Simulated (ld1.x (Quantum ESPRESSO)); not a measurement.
## Which change was made? (N, PAW)

* Element: N (Z = 7)
* Generator: ld1.x (Quantum ESPRESSO) 7.5
* Type: PAW
* Functional: LDA (PZ)
* Relativity: scalar-relativistic
* Frozen core: [He]
* Valence charge: 5
* Reference configuration: 2s2 2p2 (charge +1)
* Partial waves: 2s (bound): rcut 0.85, rcutus 0.90 bohr; 2s channel at -1.2 Ry: rcut 0.85, rcutus 0.90 bohr; 2p (bound): rcut 1.60, rcutus 1.90 bohr; 2p channel at 0.3 Ry: rcut 1.60, rcutus 1.90 bohr; 3d channel at 0.4 Ry: rcut 1.50, rcutus 1.70 bohr; 3d channel at 1.9 Ry: rcut 1.50, rcutus 1.70 bohr
* Local potential: all-electron potential smoothed inside 1.25 bohr (lloc = -1)
* Core correction: a·sin(br)/r model core inside 0.80 bohr
* Augmentation charge: BESSEL, radius 0.95 bohr

Cutoffs, loose and tight: the cutoffs (Ry, on a coarse ladder) from which the occupation-weighted sum of valence levels, in a spherical-Bessel basis at the reference potential, stays within 10 and 1 mRy of its value at 400 Ry. They do not see the model core or the augmentation charge, which bear on the density cutoff. Test errors are all-electron minus pseudo excitation energies from the reference, over the configurations 2s2 2p3; 2s2 2p1; 2s2 2p0; 2s2 2p2.5; 2s1 2p4; 2s1 2p0; 2s1 2p3 (two spin-polarised tests are not counted in the largest error); variants that change the core or the reference have their own tests. The largest error is taken over the tests solved by every variant that gives reliable tests at all, those not shown here included: 2s2 2p0; 2s2 2p1; 2s2 2p2.5; 2s2 2p3.

The base gives: outcome: generated; cutoff, loose: 35 Ry; cutoff, tight: 50 Ry; bound ghosts: none; largest test error (meV): +243.

Task: After one change the result is: outcome: generated, overlap not positive; bound ghosts: not determined (overlap not positive); largest test error (meV): test run stopped at test 1 of 9 (negative rho). Which change was it?
A. waves 2p (bound): rcut 1.16, rcutus 1.24 bohr; 2p channel at 0.3 Ry: rcut 1.16, rcutus 1.24 bohr
B. waves 2p (bound): rcut 1.60, rcutus 1.88 bohr; 2p channel at 0.3 Ry: rcut 1.60, rcutus 1.88 bohr
C. waves 2p (bound): rcut 1.34, rcutus 1.42 bohr; 2p channel at 0.3 Ry: rcut 1.34, rcutus 1.42 bohr
D. waves 2p (bound): rcut 1.60, rcutus 2.12 bohr; 2p channel at 0.3 Ry: rcut 1.60, rcutus 2.12 bohr

Result: D. The others give: waves 2p (bound): rcut 1.34, rcutus 1.42 bohr; 2p channel at 0.3 Ry: rcut 1.34, rcutus 1.42 bohr → outcome: generated; cutoff, loose: 35 Ry; cutoff, tight: 55 Ry; bound ghosts: none; largest test error (meV): -5.0 | waves 2p (bound): rcut 1.60, rcutus 1.88 bohr; 2p channel at 0.3 Ry: rcut 1.60, rcutus 1.88 bohr → outcome: generated; cutoff, loose: 35 Ry; cutoff, tight: 50 Ry; bound ghosts: none; largest test error (meV): +185 | waves 2p (bound): rcut 1.16, rcutus 1.24 bohr; 2p channel at 0.3 Ry: rcut 1.16, rcutus 1.24 bohr → outcome: generated; cutoff, loose: 45 Ry; cutoff, tight: 70 Ry; bound ghosts: none; largest test error (meV): -8.7. A file whose overlap is not positive is unfit for use, and its test errors describe a broken file.
